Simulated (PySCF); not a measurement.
# Computed records: Al₂GeH₃O, Al₂GeH₂O, AlGeH₃O, BGeH₃OSi and others

Computed with PySCF 2.14.0. Calculation on a computer-drawn molecule: the log of a Hartree-Fock and frozen-core CCSD(T) single point meant for a local Hartree-Fock minimum, with one planted fault or none, to be diagnosed. Offsets are logged minus clean, where the clean run is the same molecule without the fault. The reference is restricted for singlets and unrestricted otherwise, and also for a bond in bohr or an excited solution. Adding or removing an electron swaps singlet and doublet. The excited solution moves the top pair (singlet) or top alpha electron (doublet) to the lowest empty orbital. Highest occupied and lowest empty are orbital energies over both spins, largest force is the largest gradient component, triples share is (T) over the correlation energy, the T1 limit is 0.02 restricted and 0.045 unrestricted, electrons count all cores, a negative frequency is imaginary (commonest isotopes), and the dipole is about the centre of nuclear charge; on germanium a core potential holds 10 electrons, which the energies leave out, and 3d is frozen in MP2 and coupled-cluster steps.

Common to all runs: meant multiplicity 1; meant basis and core potential on germanium cc-pVDZ-PP ECP10MDF; logged SCF converged yes; possible faults no fault, one electron removed, one electron added, multiplicity raised by two, geometry at a saddle point, SCF held on an excited solution, minimal basis STO-3G, one bond length entered in bohr, all coordinates scaled.

(1) 
```xyz
7
formula=Al2GeH3O meant_charge=1 meant_basis=cc-pV(D+d)Z logged_electrons=69 logged_basis_functions=98 logged_spin_squared=0.7661 logged_highest_occupied=-8.1809 logged_lowest_empty=-0.23348 logged_largest_force=0.032457 logged_T1_diagnostic=0.02908 logged_D1_diagnostic=0.076755 logged_triples_share=0.037344 logged_CC_converged=yes logged_dipole_magnitude=8.8516 logged_SCF_stable_within_its_kind=yes logged_energy_HF=-853.78398 logged_energy_CCSD(T)=-854.22779 planted_fault=one_electron_added HF_energy_offset_from_clean_run=-168.8 CCSD(T)_energy_offset_from_clean_run=-171.7
O      0.2734    -1.3769     3.3690
Al     0.8942    -1.7107     1.9720
Ge     1.6670    -2.0672    -0.4320
Al     0.7565    -1.1958    -2.7519
H      2.9016    -2.9776    -0.3979
H      1.4391     0.1546    -3.1041
H     -0.2901    -2.1997    -3.3089
```

Units: logged_highest_occupied, logged_lowest_empty in eV; logged_largest_force in hartree/bohr; logged_dipole_magnitude in debye; logged_energy_HF, logged_energy_CCSD(T) in hartree; HF_energy_offset_from_clean_run, CCSD(T)_energy_offset_from_clean_run in kcal/mol.

Drawn bonds:
```csv
atom,other atom,order
1,2,2
2,3,1
3,4,1
3,5,1
4,6,1
4,7,1
```

(2) 
```xyz
6
formula=Al2GeH2O meant_charge=0 meant_basis=cc-pV(D+d)Z logged_electrons=68 logged_basis_functions=93 logged_spin_squared=0.9733 logged_highest_occupied=-6.2963 logged_lowest_empty=-0.74035 logged_largest_force=0.01222 logged_T1_diagnostic=0.039279 logged_D1_diagnostic=0.16214 logged_triples_share=0.037476 logged_CC_converged=yes logged_dipole_magnitude=7.1782 logged_SCF_stable_within_its_kind=yes logged_energy_HF=-853.15387 logged_energy_CCSD(T)=-853.57511 planted_fault=one_bond_length_entered_in_bohr,row_3_of_the_drawn_bonds HF_energy_offset_from_clean_run=37.66 CCSD(T)_energy_offset_from_clean_run=52.19
O     -0.5183     3.9982     0.3800
Al    -0.0443     2.5670     0.8401
Ge     0.4780     0.2299     1.5030
Al    -3.1836    -3.1688     0.9155
H      1.7499    -0.0950     0.6889
H      0.9510     0.3725     2.9666
```

Units: logged_highest_occupied, logged_lowest_empty in eV; logged_largest_force in hartree/bohr; logged_dipole_magnitude in debye; logged_energy_HF, logged_energy_CCSD(T) in hartree; HF_energy_offset_from_clean_run, CCSD(T)_energy_offset_from_clean_run in kcal/mol.

Drawn bonds:
```csv
atom,other atom,order
1,2,2
2,3,1
3,4,1
3,5,1
3,6,1
```

(3) 
```xyz
6
formula=AlGeH3O meant_charge=0 meant_basis=cc-pV(D+d)Z logged_electrons=57 logged_basis_functions=75 logged_spin_squared=0.8137 logged_highest_occupied=0.18382 logged_lowest_empty=6.3356 logged_largest_force=0.051211 logged_T1_diagnostic=0.091183 logged_D1_diagnostic=0.50114 logged_triples_share=0.038605 logged_CC_converged=yes logged_dipole_magnitude=8.0652 logged_SCF_stable_within_its_kind=yes logged_energy_HF=-611.85316 logged_energy_CCSD(T)=-612.26254 planted_fault=one_electron_added HF_energy_offset_from_clean_run=18.5 CCSD(T)_energy_offset_from_clean_run=9.488
O     -0.5169     0.5850     1.2339
Al     0.9095     0.1324     0.7480
Ge     3.1656    -0.5837    -0.0203
H      4.1339    -0.5341     1.1602
H      3.0790    -2.0095    -0.5616
H      3.6404     0.3622    -1.1218
```

Units: logged_highest_occupied, logged_lowest_empty in eV; logged_largest_force in hartree/bohr; logged_dipole_magnitude in debye; logged_energy_HF, logged_energy_CCSD(T) in hartree; HF_energy_offset_from_clean_run, CCSD(T)_energy_offset_from_clean_run in kcal/mol.

Drawn bonds:
```csv
atom,other atom,order
1,2,2
2,3,1
3,4,1
3,5,1
3,6,1
```

Notes: T1 above single-reference limit; highest electron not bound in this basis.

(4) 
```xyz
7
formula=BGeH3OSi meant_charge=0 meant_basis=cc-pV(D+d)Z logged_electrons=62 logged_basis_functions=89 logged_spin_squared=0 logged_highest_occupied=-9.3959 logged_lowest_empty=-0.11627 logged_largest_force=4.535e-05 logged_lowest_frequency=55.391 logged_T1_diagnostic=0.029234 logged_D1_diagnostic=0.090305 logged_triples_share=0.038247 logged_CC_converged=yes logged_dipole_magnitude=4.9375 logged_SCF_stable_within_its_kind=yes logged_energy_HF=-683.46864 logged_energy_CCSD(T)=-683.97416 planted_fault=no_fault HF_energy_offset_from_clean_run=0 CCSD(T)_energy_offset_from_clean_run=0
O      1.4491     3.3137     1.4583
Ge     1.1006     2.1395     0.3924
B     -0.4950     0.8188     0.5497
Si    -0.5586    -0.8113     1.7078
H      1.9912     1.9092    -0.8435
H     -1.4379     1.0849    -0.1483
H     -1.1706     0.0499     2.7974
```

Units: logged_highest_occupied, logged_lowest_empty in eV; logged_largest_force in hartree/bohr; logged_lowest_frequency in cm⁻¹; logged_dipole_magnitude in debye; logged_energy_HF, logged_energy_CCSD(T) in hartree; HF_energy_offset_from_clean_run, CCSD(T)_energy_offset_from_clean_run in kcal/mol.

Drawn bonds:
```csv
atom,other atom,order
1,2,2
2,3,1
3,4,1
2,5,1
3,6,1
4,7,1
```

Notes: T1 above single-reference limit.

(5) 
```xyz
7
formula=BGeH3OSi meant_charge=0 meant_basis=cc-pV(D+d)Z logged_electrons=61 logged_basis_functions=89 logged_spin_squared=1.2035 logged_highest_occupied=-13.241 logged_lowest_empty=-7.182 logged_largest_force=0.028023 logged_T1_diagnostic=0.081372 logged_D1_diagnostic=0.30038 logged_triples_share=0.043343 logged_CC_converged=yes logged_dipole_magnitude=11.954 logged_SCF_stable_within_its_kind=yes logged_energy_HF=-683.16406 logged_energy_CCSD(T)=-683.64508 planted_fault=one_electron_removed HF_energy_offset_from_clean_run=191.1 CCSD(T)_energy_offset_from_clean_run=206.5
O      1.4491     3.3137     1.4583
Ge     1.1006     2.1395     0.3924
B     -0.4950     0.8188     0.5497
Si    -0.5586    -0.8113     1.7078
H      1.9912     1.9092    -0.8435
H     -1.4379     1.0849    -0.1483
H     -1.1706     0.0499     2.7974
```

Units: logged_highest_occupied, logged_lowest_empty in eV; logged_largest_force in hartree/bohr; logged_dipole_magnitude in debye; logged_energy_HF, logged_energy_CCSD(T) in hartree; HF_energy_offset_from_clean_run, CCSD(T)_energy_offset_from_clean_run in kcal/mol.

Drawn bonds:
```csv
atom,other atom,order
1,2,2
2,3,1
3,4,1
2,5,1
3,6,1
4,7,1
```

Notes: T1 above single-reference limit.

(6) 
```xyz
10
formula=CH6Ge2O meant_charge=0 meant_basis=cc-pVDZ logged_electrons=85 logged_basis_functions=104 logged_spin_squared=0.7688 logged_highest_occupied=0.19387 logged_lowest_empty=7.4853 logged_largest_force=0.0582 logged_T1_diagnostic=0.01984 logged_D1_diagnostic=0.081242 logged_triples_share=0.031104 logged_CC_converged=yes logged_dipole_magnitude=8.2761 logged_SCF_stable_within_its_kind=yes logged_energy_HF=-702.88952 logged_energy_CCSD(T)=-703.48789 planted_fault=one_electron_added HF_energy_offset_from_clean_run=21.02 CCSD(T)_energy_offset_from_clean_run=18.23
O      0.8373     3.4380    -0.2893
Ge     0.6699     1.8420    -0.5111
C      0.1216     0.5854     0.8542
Ge    -1.7785     0.0240     0.7958
H      0.9260     1.1640    -1.8619
H      0.7322    -0.3171     0.7582
H      0.3138     1.0401     1.8279
H     -2.0133    -1.0159     1.8919
H     -2.6846     1.2352     1.0163
H     -2.0829    -0.5965    -0.5723
```

Units: logged_highest_occupied, logged_lowest_empty in eV; logged_largest_force in hartree/bohr; logged_dipole_magnitude in debye; logged_energy_HF, logged_energy_CCSD(T) in hartree; HF_energy_offset_from_clean_run, CCSD(T)_energy_offset_from_clean_run in kcal/mol.

Drawn bonds:
```csv
atom,other atom,order
1,2,2
2,3,1
3,4,1
2,5,1
3,6,1
3,7,1
4,8,1
4,9,1
4,10,1
```

Notes: highest electron not bound in this basis.

(7) 
```xyz
8
formula=Ge2H4NO meant_charge=1 meant_basis=cc-pVDZ logged_electrons=82 logged_basis_functions=94 logged_spin_squared=0 logged_highest_occupied=-15.931 logged_lowest_empty=-4.7983 logged_largest_force=1.575e-05 logged_lowest_frequency=121.75 logged_T1_diagnostic=0.02791 logged_D1_diagnostic=0.095095 logged_triples_share=0.035455 logged_CC_converged=yes logged_dipole_magnitude=6.5969 logged_SCF_stable_within_its_kind=yes logged_energy_HF=-718.1 logged_energy_CCSD(T)=-718.67925 planted_fault=no_fault HF_energy_offset_from_clean_run=0 CCSD(T)_energy_offset_from_clean_run=0
O     -1.9199     1.0166     0.3980
Ge    -1.7035     0.7504    -1.1739
N     -0.0898    -0.1631    -1.4164
Ge     0.8996    -0.5801    -0.0311
H     -2.3717     0.9957    -2.4987
H      0.2412    -0.4313    -2.3311
H      2.1833    -1.3163    -0.3246
H      0.4253    -0.1904     1.3386
```

Units: logged_highest_occupied, logged_lowest_empty in eV; logged_largest_force in hartree/bohr; logged_lowest_frequency in cm⁻¹; logged_dipole_magnitude in debye; logged_energy_HF, logged_energy_CCSD(T) in hartree; HF_energy_offset_from_clean_run, CCSD(T)_energy_offset_from_clean_run in kcal/mol.

Drawn bonds:
```csv
atom,other atom,order
1,2,2
2,3,1
3,4,1
2,5,1
3,6,1
4,7,1
4,8,1
```

Notes: T1 above single-reference limit.

(8) 
```xyz
7
formula=GeH3NOSi meant_charge=0 meant_basis=cc-pV(D+d)Z logged_electrons=64 logged_basis_functions=89 logged_spin_squared=0 logged_highest_occupied=-5.8455 logged_lowest_empty=-3.0492 logged_largest_force=0.067575 logged_CC_converged=no logged_dipole_magnitude=4.2826 logged_SCF_stable_within_its_kind=no logged_energy_HF=-713.04186 planted_fault=SCF_held_on_an_excited_solution HF_energy_offset_from_clean_run=174.5
O     -0.3970     4.5066     0.3295
Ge    -0.6345     2.9186     0.5024
N      0.1909     1.6428    -0.4815
Si     1.3617     1.8616    -1.7625
H     -1.5620     2.2210     1.4883
H     -0.0808     0.7057    -0.2332
H      1.5276     0.3713    -2.0286
```

Units: logged_highest_occupied, logged_lowest_empty in eV; logged_largest_force in hartree/bohr; logged_dipole_magnitude in debye; logged_energy_HF in hartree; HF_energy_offset_from_clean_run in kcal/mol.

Drawn bonds:
```csv
atom,other atom,order
1,2,2
2,3,1
3,4,1
2,5,1
3,6,1
4,7,1
```

Notes: CCSD not converged.
